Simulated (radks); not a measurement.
Question: Ba V, configuration [Kr] 4d9 5s2 5p4 5d1 (not the ground configuration). All-electron calculation, Dirac Kohn-Sham, BLYP, spin-unpolarised, spherical densities, point nucleus; open shells fill j = l - 1/2 first. Program: a radial shooting solver on a logarithmic mesh with Libxc functionals.

Spin-orbit splittings of the eigenvalues, e(l+1/2) - e(l-1/2), with zeta = 2 splitting/(2l+1) and mean radii in bohr:

| shell | occ. | splitting (eV) | zeta (eV) | <r> j=l-1/2 | <r> j=l+1/2 |
|---|---|---|---|---|---|
| 2p | 6 | 381.9 | 254.6 | 0.09192 | 0.09791 |
| 3p | 6 | 73.87 | 49.24 | 0.2815 | 0.2934 |
| 3d | 10 | 15.76 | 6.303 | 0.2642 | 0.2680 |
| 4p | 6 | ? | ? | 0.6914 | 0.7178 |
| 4d | 9 | 2.727 | 1.091 | 0.7796 | 0.7889 |
| 5p | 4 | 2.736 | 1.824 | 1.683 | 1.744 |
| 5d | 1 | 0.3536 | 0.1414 | 2.211 | 2.232 |

Estimate the 4p splitting.

Answer: 15.71 eV (zeta = 10.48 eV).
